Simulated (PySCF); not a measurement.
CI: frontier orbitals

r²SCAN at R = 2.042 Å; C x2c-SVPall, I x2c-SVPall; spin-free X2C with a Gaussian nucleus (PySCF 2.14). State: ²Π (doublet), unpaired electrons π ↑. Only the outer orbitals are listed, counted within each symmetry.

```
spin  orbital  occ.  ε (eV)  on C (%)         main shells (%)
   α      11σ     1  -19.93        23          73 I s, 19 C s
   α      12σ     1  -14.46        56  55 C s, 24 I s, 19 I p
   α       6π     1   -8.49        30          69 I p, 30 C p
   α       6π     1   -8.38        17          82 I p, 17 C p
   α      13σ     1   -8.11        59  40 I p, 36 C p, 24 C s
   α       7π     1   -5.41        67          67 C p, 31 I p
   α       7π     0   -4.47        79          79 C p, 18 I p
   α      14σ     0   -1.11        42  45 C p, 43 I p, 12 I d
   α      15σ     0    5.47         1                  93 I s
   β      11σ     1  -19.69        16          81 I s, 12 C s
   β      12σ     1  -13.47        53  51 C s, 28 I p, 17 I s
   β       6π     1   -8.34        14          86 I p, 14 C p
   β       6π     1   -7.87         8                  92 I p
   β      13σ     1   -7.55        64  35 I p, 33 C p, 31 C s
   β       7π     0   -4.01        82          82 C p, 14 I p
   β       7π     0   -2.43        86           86 C p, 8 I p
   β      14σ     0   -0.63        45  46 C p, 39 I p, 14 I d
```

Problem. Which are the highest filled and the lowest empty level, where do they sit, and how wide is the gap?

Solution. Highest filled α 7π at -5.41 eV (in %: 67 C p, 31 I p); lowest empty α 7π at -4.47 eV (in %: 79 C p, 18 I p); the gap at r²SCAN is 0.94 eV. Both belong to one degenerate shell, split only by its one-sided filling, so this is no excitation gap.

The bond order (Mayer) is 1.60 and the ⟨S²⟩ is 0.757. The charge on C (Mulliken, basis-dependent) is -0.08, the charge on C (Löwdin, basis-dependent) is -0.26 and the dipole moment (positive dipole means C(−)I(+)) is 1.90 D.

Spin–orbit coupling is left out. The state is the lowest determinant that a PBE0 search found; another state may lie lower at other levels.
